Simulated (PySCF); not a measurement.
Bond length, frequency and bond energy of Sb₂ by level of theory

State: ¹Σg⁺ (singlet), closed shell. Set-up: Sb def2-TZVPPD with ECP28; scalar-relativistic core potentials (PySCF 2.14). De refers to Sb + Sb in their high-spin ground configurations, without counterpoise correction.

```
      Level  Re (Å)  ωe (cm⁻¹)  De (eV)  CPU s a point (SCF and correlation, without the integrals)
    RHF-MP2   2.509        255     2.80                                                         2.7
RHF-SCS-MP2   2.510        258     2.74                                                         n/a
   RHF-CCSD   2.471        293     2.22                                                         n/a
RHF-CCSD(T)   2.500        273     2.69                                                          80
        PBE   2.501        277     3.23                                                         2.9
       TPSS   2.488        283     3.09                                                         4.4
     r²SCAN   2.475        291     2.76                                                         3.5
      TPSSh   2.474        291     2.91                                                         4.6
       PBE0   2.463        299     2.72                                                         8.2
    r²SCAN0   2.450        306     2.40                                                         4.6
      HSE06   2.471        295     2.94                                                         8.2
     M06-2X   2.450        310     1.14                                                           5
     B2PLYP   2.505        267     3.07                                                           6
```

Task: Which functional lies closest to RHF-CCSD(T) in De, which farthest, and by how much do they differ from it?

Result: Closest is PBE0 (-3.7 pm in Re, +9.5 % in ωe, +0.03 eV in De against RHF-CCSD(T) in the same basis), farthest M06-2X (-5.0 pm in Re, +13.6 % in ωe, -1.55 eV in De). CCSD(T) converges more slowly with the basis than the functionals do and binds too weakly in this one, so the order can change at the basis-set limit.

Task: What does a quarter of exact exchange do here, going from PBE to PBE0?

Result: PBE0 less PBE: -3.8 pm in Re, +7.9 % in ωe, -0.51 eV in De. Exact exchange removes part of the self-interaction that spreads semilocal densities, and in most molecules shortens and stiffens the bond and lowers De; so it does here.

Task: What does the step from GGA to meta-GGA do here, going from PBE to r²SCAN?

Result: r²SCAN less PBE: -2.6 pm in Re, +5.1 % in ωe, -0.47 eV in De. 

Correlated steps freeze 8 core orbitals. Closed-shell solutions of metal pairs were not tested for spin polarisation, which can lower them a little. These are scalar-relativistic numbers at best; spin–orbit coupling would shift them, the dissociation energy most. Where the molecule has an RHF reference, its open-shell atoms are computed with UHF. B2PLYP dipoles, levels and charges come from its SCF part alone.

The whole job (state search and all levels along the bond) took about 15 min on 2 threads of Intel Xeon Platinum 8259CL @ 2.50GHz (shared host), peak memory 4.1 GiB.
